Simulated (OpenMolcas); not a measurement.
**GaCl2O (SMILES [O][Ga]([Cl])[Cl]): methods side by side**

The species is GaCl2O (4 atoms), meant as a doublet with charge 0. As SMILES, `[O][Ga]([Cl])[Cl]`. The coordinates come from a PBE0-D4/def2-TZVP relaxation.

Quantity: the electronic atomisation energy, in eV. The values are calculated. Electronic energies at fixed atoms, without zero-point motion or spin-orbit coupling.

| level | kind | program | value (eV) | CPU time (all runs) |
| --- | --- | --- | --- | --- |
| UHF/aug-cc-pVDZ | Hartree–Fock | OpenMolcas | 7.27 | 33 s |
| USVWN5/aug-cc-pVDZ | LDA | OpenMolcas | 12.48 | 50 s |
| U-revPBE/aug-cc-pVDZ | GGA | OpenMolcas | 10.07 | 63 s |
| UPBE/aug-cc-pVDZ | GGA | OpenMolcas | 10.69 | 68 s |
| UM06-L/aug-cc-pVDZ | meta-GGA | OpenMolcas | 10.96 | 100 s |
| UTPSS/aug-cc-pVDZ | meta-GGA | OpenMolcas | 10.49 | 2.3 min |
| UB3LYP/aug-cc-pVDZ | global hybrid | OpenMolcas | 9.93 | 86 s |
| UBHLYP/aug-cc-pVDZ | global hybrid | OpenMolcas | 9.62 | 77 s |

All-electron rows without a relativistic Hamiltonian named are non-relativistic. The values span 7.27 to 12.48 eV. Times are those of the runs behind each value, whatever else they computed, on shared processors of several kinds: orders of magnitude only.
